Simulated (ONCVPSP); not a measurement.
Configuration tests for In (ONCV)

indium, optimised norm-conserving Vanderbilt (ONCV), made with ONCVPSP 4.0.1 (LDA (Perdew-Wang 92), scalar-relativistic). Core [Ar] 3d10, reference 4s2 4p6 4d10 5s1 (charge +2). Waves: 4s+5s: rc 1.65 bohr, ncon 4, nbas 7, qcut 9.5 1/bohr, 2 projectors; 4p: rc 1.20 bohr, ncon 4, nbas 7, qcut 13.3 1/bohr, 3 projectors, debl 3.4 Ha; 4d: rc 1.70 bohr, ncon 4, nbas 9, qcut 9.8 1/bohr, 2 projectors, debl 2.7 Ha. Local part: polynomial inside 0.80 bohr (lpopt 5, dvloc0 4 Ha). Core correction: none.

In the p channel the program set the typed energies aside and used -3.537, 0.250, 3.650 Ha.

Energies are relative to the spin-unpolarised reference configuration 4s2 4p6 4d10 5s1; without spin polarisation the order of configurations can differ from experiment.

Problem. Give the all-electron excitation energy and the error of the potential for: 4s2 4p6 4d10 5s2 5p1; 4s2 4p6 4d10 5s2; 4s2 4p6 4d10 5s0; 4s2 4p6 4d10 5s0 5p3.

Solution.

```tsv
valence configuration	charge	ΔE all-electron (eV)	error AE − PS (meV)
4s2 4p6 4d10 5s2 5p1	0	-25.244	+3.9
4s2 4p6 4d10 5s2	+1	-19.656	+2.5
4s2 4p6 4d10 5s0	+3	28.736	-6.7
4s2 4p6 4d10 5s0 5p3	0	-13.080	+2.9
```

Levels in the configuration 4s2 4p6 4d10 5s0:

```
level  all-electron (eV)  pseudo (eV)
   4s           -149.258     -149.307
   4p           -107.826     -107.844
   4d            -48.132      -48.137
```

Note: no bound ghost flagged; GHOST(+) flagged for s at 85.2 eV.
